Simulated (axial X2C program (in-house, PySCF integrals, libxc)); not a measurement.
Low determinants of KGe at the PBE0 level, two-component

Computed with an in-house relativistic program for diatomic molecules. Two-component (2c) means X2C with spin–orbit coupling and atomic mean-field two-electron Coulomb and Gaunt terms. Basis: Ge dyall-cv3z [9s9p7d4f1g], K dyall-cv3z [11s12p6d3f] (cores contracted in-house); Gaussian nuclei, density fitting, unrestricted open shells. Masses: Ge 73.921 u, K 38.964 u.

Search at 3.066 Å (vertical energies from the lowest determinant):

```csv
ΔE (eV),state,electrons beyond evenly filled partner blocks,"electrons in ±ω = 1/2, 3/2, 5/2, 7/2"
0.00,Ω = 3/2,ω = 3/2,36 13 2 0
0.51,Ω = 1/2,"2 × ω = -1/2, ω = 3/2",36 13 2 0
0.80,Ω = 1/2,ω = 1/2,37 12 2 0
0.99,Ω = 5/2,"2 × ω = 1/2, ω = 3/2",36 13 2 0
1.08,Ω = 1/2,ω = 1/2,35 14 2 0
3.20,Ω = 7/2,"ω = 1/2, 2 × ω = 3/2",35 14 2 0
3.41,Ω = 5/2,"ω = -1/2, 2 × ω = 3/2",35 14 2 0
```

Lowest determinant, Ω = 3/2 (⟨Sz⟩ = 1.50, ⟨Lz⟩ = 0.00 at PBE0): Re = 3.063 Å, ωe = 158.2 cm⁻¹.

The determinant in row 2 of the search, Ω = 1/2 (⟨Sz⟩ = 0.50, ⟨Lz⟩ = 0.00 at PBE0), was followed along the bond at PBE0; measured from the minimum of the lowest determinant it gives:

Te = 0.504 eV (4065 cm⁻¹), Re = 3.121 Å, ωe = 141.3 cm⁻¹.

(1) Compare the bond of the determinant in row 2 with that of the lowest one.

The search compares states at one distance, so a state with another bond length can lie lower; it is not exhaustive and yields mostly the lowest determinant of each block pattern, so other components and higher states of one pattern are missing. These are energies of single determinants, not of spin-adapted states; PBE0 term energies can be off by some tenths of an eV, and the functional has no current term. The lowest determinant need not be the ground state where others lie within half an eV.

## Answers

(1) At PBE0 its Re is 0.058 Å longer and its force constant, which goes as ωe², is 0.80 times that of the lowest determinant. This determinant mixes spin states, so it has no term energy of its own.
